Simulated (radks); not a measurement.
All-electron atom: Ca14+ in [He] 2s2 2p2 (the NIST ground configuration). Method: Dirac Kohn-Sham, LDA (Slater exchange, Perdew-Wang correlation), spin-unpolarised, spherical densities, finite nucleus; open shells are shared between the two j in proportion to 2j + 1; Fermi nuclear charge, rms radius 3.4776 fm; computed with a radial shooting solver on a logarithmic mesh with Libxc functionals.

Spin-orbit splittings of the eigenvalues, e(l+1/2) - e(l-1/2), with zeta = 2 splitting/(2l+1) and mean radii in bohr:

| shell | occ. | splitting (eV) | zeta (eV) | <r> j=l-1/2 | <r> j=l+1/2 |
|---|---|---|---|---|---|
| 2p | 2 | 4.775 | 3.183 | 0.2887 | 0.2907 |
| 3p | 0 | ? | ? | 0.7757 | 0.7787 |

Estimate the 3p splitting.

Answer. 1.217 eV (zeta = 0.8112 eV).
